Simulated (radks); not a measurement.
Spherical quantum dot in the effective-mass picture: electrons in a hard-walled sphere of radius 8.78, all in effective atomic units (hartree* = m*/eps^2 hartree, bohr* = eps/m* bohr), one dielectric constant everywhere. Calculated with a radial shooting solver with Libxc functionals: non-relativistic Kohn-Sham, LDA (Slater exchange, Perdew-Wang correlation), spin-polarised, spherical densities. Levels are named by radial order and angular momentum (1s, 1p, 1d, 2s, ...), and open shells are averaged over m. Results are scaled to m* = 0.213 and eps = 13.5, for which hartree* = 31.8 meV and bohr* = 3.354 nm.

N = 27, configuration 1s2 1p6 1d10 1f(up 7, down 2). This is the lowest configuration that the search found. Occupied and some empty levels:

level    occupation  eigenvalue (meV)  <r> (nm)
1s up             1            116.75     22.46
1s down           1            117.35     22.40
1p up             3            117.52     22.63
1p down           3            118.12     22.58
1d up             5            119.01     22.86
1d down           5            119.62     22.83
1f up             7            121.17     23.10
1f down           2            121.79     23.08
1g up             0            123.96     23.34
1g down           0            124.59     23.33
2s up             0            128.44     13.85
2s down           0            128.61     13.72
2p up             0            131.14     15.87
2p down           0            131.38     15.79
2d up             0            134.74     17.20
2d down           0            135.03     17.14

Energy (meV): total 1685.86, kinetic 276.13, external 0, Hartree 1596.5, exchange-correlation -186.80.

Electron density:

r (nm)  n(r) (e/nm^3)
0.922       5.140e-07
3.11        8.001e-07
5.31        1.700e-06
7.50        4.150e-06
9.69       0.00001046
11.9       0.00002582
14.1       0.00006020
16.3        0.0001295
18.5        0.0002489
20.7        0.0004077
22.8        0.0005216
25.0        0.0004415
27.2        0.0001634
29.4        1.854e-07
